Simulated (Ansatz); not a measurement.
Cost and result up the ladder for GaCl2(OH) (GaCl₂OH) (5 atoms). Total charge 0; singlet. Geometry: PBE0-D4/def2-SVP.

```csv
atom,x (Å),y (Å),z (Å)
Ga1,0.322,0.042,0.230
Cl2,2.224,0.968,0.351
Cl3,-0.373,-1.197,1.818
O4,-0.662,0.321,-1.208
H5,-1.512,-0.134,-1.191
```

Ansatz on 4 threads of Arm Neoverse V1 on a shared host. Times are rough, and most runs start from the orbitals of an earlier one. ωB97M-V/def2-TZVP serves as the yardstick here, not as an exact answer. Differences are given only for rows in sets of like size (and for xTB, whose basis is part of the method), since another set adds its own error. Binding counts from free atoms at the same level (Ga doublet, Cl doublet, O triplet, H doublet; other spins of the atoms weren't run), without zero-point energy or a counterpoise term.

The 6-31G sets use Cartesian d functions. B3LYP takes the VWN-RPA correlation. Correlated methods freeze 20 core orbitals; core or outer-core shells of Ga are correlated, in sets that lack core-valence functions.

Correlated methods converge slowly with the basis.

```json
{"level": "HF/6-31G", "functions": "66", "wall time": "0.35 s", "binding energy per atom (eV)": "1.91", "difference from ωB97M-V/def2-TZVP (eV)": "–"}
{"level": "PBE-D4/def2-SVP", "functions": "87", "wall time": "0.6 s", "binding energy per atom (eV)": "3.30", "difference from ωB97M-V/def2-TZVP (eV)": "–"}
{"level": "B3LYP-D4/6-31G", "functions": "66", "wall time": "0.8 s", "binding energy per atom (eV)": "2.91", "difference from ωB97M-V/def2-TZVP (eV)": "–"}
{"level": "PBE0-D4/def2-SVP", "functions": "87", "wall time": "0.85 s", "binding energy per atom (eV)": "3.21", "difference from ωB97M-V/def2-TZVP (eV)": "–"}
{"level": "PBE-D4/def2-TZVP", "functions": "159", "wall time": "1.1 s", "binding energy per atom (eV)": "3.29", "difference from ωB97M-V/def2-TZVP (eV)": "0.05"}
{"level": "MP2/def2-TZVP", "functions": "159", "wall time": "1.3 s", "binding energy per atom (eV)": "3.32", "difference from ωB97M-V/def2-TZVP (eV)": "0.09"}
{"level": "PBE0-D4/def2-TZVP", "functions": "159", "wall time": "1.6 s", "binding energy per atom (eV)": "3.21", "difference from ωB97M-V/def2-TZVP (eV)": "-0.02"}
{"level": "PBE-D4/def2-TZVPD", "functions": "195", "wall time": "1.8 s", "binding energy per atom (eV)": "3.29", "difference from ωB97M-V/def2-TZVP (eV)": "0.05"}
{"level": "CAM-B3LYP-D4/def2-TZVP", "functions": "159", "wall time": "1.9 s", "binding energy per atom (eV)": "3.19", "difference from ωB97M-V/def2-TZVP (eV)": "-0.05"}
{"level": "r2SCAN-D4/def2-TZVP (with forces)", "functions": "159", "wall time": "2.9 s", "binding energy per atom (eV)": "3.28", "difference from ωB97M-V/def2-TZVP (eV)": "0.04"}
{"level": "r2SCAN-D4/def2-TZVPD", "functions": "195", "wall time": "3.7 s", "binding energy per atom (eV)": "3.28", "difference from ωB97M-V/def2-TZVP (eV)": "0.05"}
{"level": "B97M-V/def2-TZVP", "functions": "159", "wall time": "4.2 s", "binding energy per atom (eV)": "3.26", "difference from ωB97M-V/def2-TZVP (eV)": "0.03"}
{"level": "ωB97X-V/def2-TZVP", "functions": "159", "wall time": "4.4 s", "binding energy per atom (eV)": "3.25", "difference from ωB97M-V/def2-TZVP (eV)": "0.02"}
{"level": "ωB97M-V/def2-TZVP", "functions": "159", "wall time": "5.5 s", "binding energy per atom (eV)": "3.23", "difference from ωB97M-V/def2-TZVP (eV)": "0.00"}
```
